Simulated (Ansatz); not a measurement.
The pair A = CH4O (SMILES CO) (first 6 atoms), B = H4OSi (SMILES O[SiH3]); geometry from B3LYP-D3(BJ)/def2-TZVP.
(charge 0, multiplicity 1):
```xyz
12

C     -0.0629     0.0915     0.1839
O     -0.9976     0.3478     1.2362
H     -0.1007    -0.9507    -0.1428
H      0.9253     0.2959     0.5903
H     -0.2389     0.7514    -0.6690
H     -1.8898     0.1680     0.9225
O     -0.0573    -1.0312     3.4465
Si     1.0372    -0.2371     4.3755
H     -0.4782    -0.5404     2.7168
H      2.1273     0.3598     3.5569
H      1.6196    -1.2311     5.3026
H      0.4242     0.8621     5.1654
```

Frozen-core correlation. MP2 and its Hartree–Fock in aug-cc-pV(T+d)Z are density fitted.

Run with Ansatz (Gaussian orbitals). Values without a source in brackets are computed.

The counterpoise-corrected interaction energy is E(AB) − E(A in the pair's basis) − E(B in the pair's basis). Total energies (hartree):

```csv
level,AB,A in the pair's basis,B in the pair's basis
HF/aug-cc-pV(D+d)Z,-481.2444149,-115.0617048,-366.1753284
MP2/aug-cc-pV(D+d)Z,-481.9268289,-115.4229633,-366.4931254
HF/aug-cc-pV(T+d)Z,-481.3121056,-115.0918347,-366.2128515
MP2/aug-cc-pV(T+d)Z,-482.1396866,-115.5294155,-366.5986980
CCSD(T)/aug-cc-pV(D+d)Z,-481.9970702,-115.4568115,-366.5297042
```

Q: Work out the counterpoise-corrected interaction energy at the basis-set limit: extrapolate the MP2 correlation part as X⁻³, take Hartree–Fock from the larger set, and add the CCSD(T) − MP2 difference of aug-cc-pV(D+d)Z.

A: 
1. Differences (1 hartree = 627.509 kcal/mol): HF/aug-cc-pV(D+d)Z -4.632; MP2/aug-cc-pV(D+d)Z -6.740; HF/aug-cc-pV(T+d)Z -4.656; MP2/aug-cc-pV(T+d)Z -7.262; CCSD(T)/aug-cc-pV(D+d)Z -6.623.
2. Correlation parts, MP2 less HF: -2.108 in aug-cc-pV(D+d)Z (X = 2), -2.606 in aug-cc-pV(T+d)Z (X = 3).
3. Limit (3³·(-2.606) − 2³·(-2.108))/(3³ − 2³) = -2.816; with HF/aug-cc-pV(T+d)Z it gives -7.472.
4. CCSD(T) less MP2 in aug-cc-pV(D+d)Z: 0.117.
Result: -7.36 kcal/mol, against -6.74 at MP2/aug-cc-pV(D+d)Z. It is an estimate of this method's limit, not of the exact value.

Ansatz is a program for electronic structure.
